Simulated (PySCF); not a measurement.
**How methods differ on the excitation energy of O(2+)**

O(2+) [He] 2s2 2p2 (3P) → O(2+) [He] 2s2 2p1 3d1 (high-spin determinant), as a difference of total energies. All numbers are calculated (PySCF 2.14, no relativity, point nucleus, in aug-cc-pVQZ (6s5p4d3f2g, 80 functions)). Correlated levels: valence: 1s2 frozen. The calculations carry no spin-orbit coupling.

```json
{"method": "UHF", "excitation energy (eV)": "40.710"}
{"method": "LDA", "excitation energy (eV)": "40.203"}
{"method": "PBE", "excitation energy (eV)": "39.824"}
{"method": "PBE0", "excitation energy (eV)": "40.180"}
{"method": "r2SCAN", "excitation energy (eV)": "40.634"}
{"method": "PBEsol", "excitation energy (eV)": "39.867"}
{"method": "HSE06", "excitation energy (eV)": "40.175"}
{"method": "wB97M-V", "excitation energy (eV)": "40.146"}
{"method": "BP86", "excitation energy (eV)": "39.780"}
{"method": "MP2 (valence)", "excitation energy (eV)": "40.073"}
{"method": "SCS-MP2 (valence)", "excitation energy (eV)": "39.837"}
```

**Question.** How much does correlation contribute at MP2 (valence)?

**Answer.** 40.073 − (40.710) = -0.637 eV, measured against UHF.

A first-order spin-orbit estimate (lowest level to lowest level, LS coupling) adds 0.006 eV.

The promoted electron is Rydberg-like, and one or two diffuse shells describe it only roughly, which tends to raise the upper state.

The determinant of the upper state mixes LS terms, which raises its energy above the lowest term, most at the Hartree-Fock and MP2 levels.
